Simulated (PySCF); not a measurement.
## Excitation energy of Ge by level of theory

Ge [Ar] 3d10 4s2 4p2 (3P) → Ge [Ar] 3d10 4s1 4p3 (5S), as a difference of total energies. All numbers are calculated (PySCF 2.14, the spin-free X2C one-electron Hamiltonian (Gaussian nucleus), in aug-cc-pVTZ-DK (7s6p4d2f, 59 functions)). Correlated levels: valence: [Ar] 3d10 frozen. The calculations carry no spin-orbit coupling.

```csv
method,excitation energy (eV)
UHF,3.493
LDA,5.893
PBE0,5.304
r2SCAN,5.034
wB97X-V,5.582
MN15,5.442
r2SCAN0,4.879
SCS-MP2 (valence),4.760
```

Estimate what MP2 (valence) gives.

4.360 eV, closest to SCS-MP2 (valence) among the rows shown.

Estimate what PBE gives.

5.695 eV, closest to wB97X-V among the rows shown.

Errors of the correlated levels include the incompleteness of this basis and the frozen core.

For comparison: 5.078 eV (measured; NIST levels, between the centres of gravity of the two terms).
